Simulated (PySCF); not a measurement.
## Hg⁷³⁺ (mercury, charge +73) across methods

[He] 2s2 2p3, high-spin 4S determinant. Computed with PySCF 2.14 in an uncontracted even-tempered set (17 s from 56 bohr⁻², ratio 2.2; 10 p from 72 bohr⁻², ratio 2.2; 5 d from 270 bohr⁻², ratio 2.4; 5 f from 400 bohr⁻², ratio 2.4; 4 g from 600 bohr⁻², ratio 2.4), with the non-relativistic Hamiltonian (point nucleus).

```tsv
method	E (hartree)	mean ε 2s α (eV)	mean ε 2s β (eV)	mean ε 2p α (eV)	Σ⟨r²⟩ (bohr²)	⟨S²⟩
UHF	-10056.68791	-19751.2	-19562.8	-19446.2	0.03016	3.750
B97-3	-10056.16	-19597.3	-19482.3	-19314.4	0.03016	3.750
LDA	-10048.14	-19528.2	-19436.6	-19259.7	0.03019	3.750
PBE	-10055.89	-19539.8	-19448.6	-19266.7	0.03018	3.750
PBEsol	-10052.75	-19535.0	-19442.9	-19263.3	0.03018	3.750
PBE0	-10056.15	-19593.0	-19477.7	-19311.9	0.03017	3.750
r2SCAN	-10056.70	-19571.1	-19455.5	-19289.4	0.03016	3.750
```

A non-relativistic calculation at this Z misses sizeable relativistic shifts. Spin-orbit coupling, which splits the p, d and f shells strongly at this Z, is absent. Spin-orbit coupling is strong in this species (close to jj coupling), so the high-spin LS determinant is a model state, not a physical level.
